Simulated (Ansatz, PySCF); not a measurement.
Potential energy curve for GeBe, lowest singlet found (which spin is the ground state isn't settled by this scan).

RHF/3-21G = restricted Hartree-Fock/3-21G run with PySCF 2.14.0; RKS-PBE0 = restricted PBE0/aug-cc-pVDZ (Ansatz, an electronic-structure program); RMP2 = Ansatz with MP2 on RHF/aug-cc-pVDZ, cores with 3d frozen; FCI = Ansatz with full CI/aug-cc-pVDZ, cores with 3d frozen.

Energies relative to the lowest point of each curve between 1.80 and 2.55 Å, where full CI is lowest, in mEh:

```
R / Å  RHF/3-21G  RKS-PBE0   RMP2
-----  ---------  --------  -----
1.55       145.7     146.5  162.7
1.69        70.6      70.9   82.3
1.80        35.8      35.7   43.5
1.88        19.8      19.4   25.0
1.96         9.5       8.9   12.6
2.06         2.6       2.0    3.7
2.10         1.2       0.6    1.7
2.20         0.0       0.0    0.0
2.27         0.6       1.3    0.9
2.33         1.7       3.2    2.8
2.46         4.8       9.0    9.2
2.55         7.2      13.7   14.5
```

Q: Predict the corresponding FCI column.

A: 1.55: 161.5; 1.69: 81.9; 1.80: 43.7; 1.88: 25.4; 1.96: 13.2; 2.06: 4.3; 2.10: 2.2; 2.20: 0.0; 2.27: 0.3; 2.33: 1.5; 2.46: 5.9; 2.55: 9.8 (mEh).

The scan ran from 1.55 to 7.36 Å; beyond the distances shown full CI changes its symmetry label. The restricted form behind RHF/3-21G, RKS-PBE0, RMP2 keeps the bonding electrons paired and can't separate into open-shell fragments. The T1 diagnostic of CCSD on the restricted reference of RMP2 exceeds 0.045 at 1.55 to 1.69, 2.55 Å. Also computed but left out beside FCI, since their determinant holds another spin at the minimum (<S²> over 0.7 above the pure value): UHF, UMP2, UCCSD, UCCSD(T), UKS-PBE0, UKS-BLYP, UKS-PBE, UKS-B3LYP/6-31G*, UHF/6-31G*, UHF/3-21G, UKS-LDA (SVWN5)/6-31G*.
